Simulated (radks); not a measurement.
Numerical settings for the erbium ion Er2+, [Xe] 4f12. Calculated with a radial shooting solver on a logarithmic mesh with Libxc functionals: Dirac Kohn-Sham, PBE, spin-unpolarised, spherical densities, finite nucleus; open shells fill j = l - 1/2 first; Fermi nuclear charge, rms radius 5.2516 fm. The defaults (mesh step 0.008 in ln r, mesh end at 40 bohr or more with all orbitals vanishing there, Anderson mixing 0.5 over 9 steps, residual threshold near 1e-9 with the energy settled to 1e-9 hartree or 1e-11 of itself, here a cap of 66 iterations) give E = -13097.7334 hartree and 4f7/2 at -16.878 eV in 15 iterations. Times are rough (one thread of a shared host). Changes against that run (0 stands for a change within the tolerance of the run):

| setting | iterations | converged | E (mhartree) | e(4f7/2) (meV) | CPU (s) |
|---|---|---|---|---|---|
| mesh step in ln r 0.005 | 15 | yes | 0 | 0 | 0.23 |
| mesh step in ln r 0.03 | 15 | yes | -0.00132 | 0 | 0.05 |
| mesh step in ln r 0.02 | 15 | yes | 0 | 0 | 0.07 |
| mesh end (bohr) 5 | 15 | yes | +3.57 | +184 | 0.14 |
| mesh end (bohr) 1 | 14 | level above zero | +2.05e+05 | +3.26e+05 | 0.1 |
| residual threshold 0.01 | 11 | yes | 0 | +2.5 | 0.12 |
| residual threshold 1e-16 | 66 | no | 0 | 0 | 0.31 |
| mixing 0.05 | 23 | yes | 0 | 0 | 0.2 |
| linear mixing, mixing 0.2 | 66 | no | 0 | -0.00347 | 0.44 |
| linear mixing, mixing 1 | 66 | no | +5.24e+05 | +1.35e+04 | 2 |
| mixing history 3 | 19 | yes | 0 | 0 | 0.17 |
| iteration cap 2 | 2 | no | +2.71e+03 | -4.25e+04 | 0.03 |

Settled on a wrong energy, with an occupied level pushed above zero by the early mesh end: mesh end (bohr) 1 (+205 hartree). Apart from these: settings that end as converged yet miss the energy by more than 1 mhartree: mesh end (bohr) 5 (+0.00357 hartree). A mesh that ends early acts as a hard wall.
